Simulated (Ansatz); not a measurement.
Gas-phase electronic energies from Ansatz, PBE0-D4/def2-TZVP geometries. CCSD(T)/CBS is the MP2 limit (def2-TZVPP, def2-QZVPP) plus CCSD(T) − MP2 in def2-TZVPP, frozen cores. Functionals use def2-TZVPP. Each species was taken in one conformer, which may not be the lowest.

`CB[SiH](F)F` → `C[SiH2]B(F)F`  (isomerisation)

| level | ΔE (kJ/mol) |
| --- | --- |
| PBE0-D4 | -31.1 |
| CCSD(T)/def2-TZVPP | -25.3 |
| HF/def2-QZVPP | -8.2 |
| SCS-MP2/def2-QZVPP | -11.7 |

What does CCSD(T)/CBS give? (Best estimate.)

The calculation gave: -16.7 kJ/mol. The listed levels differ from it by -14.4, -8.6, 8.5, 5.0 kJ/mol.

Largest T1 diagnostic among the species: 0.013.

In def2-TZVPP, CCSD(T) changes the Hartree–Fock value by −13.5 kJ/mol (the triples alone add −3.7 kJ/mol) and MP2 by −8.8 kJ/mol. From PBE to PBE0 (25 % exact exchange), in def2-TZVPP and without D4, ΔE moves by +5.2 kJ/mol.
